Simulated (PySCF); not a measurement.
Ligand exchange on a metal centre used in film growth or etching (Zn F-OH). All species are isolated molecules in the gas phase. One relaxed conformer stands for each flexible species; it need not be the lowest.

The HOMO from two functionals at the same geometries (TPSS-D3(BJ)/def2-SVP), both in PySCF: PBE-D3(BJ)/def2-TZVP and TPSSh-D3(BJ)/def2-TZVP. 

| species | PBE-D3(BJ)/def2-TZVP (eV) | TPSSh-D3(BJ)/def2-TZVP (eV) |
|---|---|---|
| 0 of 2 F replaced by OH | -8.58 | -9.43 |
| 1 of 2 F replaced by OH ([Zn(F)(OH)]) | -7.12 | -7.84 |
| 2 of 2 F replaced by OH ([Zn(OH)2]) | -6.46 | -7.18 |

Over these rows, drawn at random from the members with no instability flagged (it was tested for open shells, ions and some series alone), PBE minus TPSSh-D3(BJ): mean +0.76 eV, from +0.72 eV to +0.85 eV.
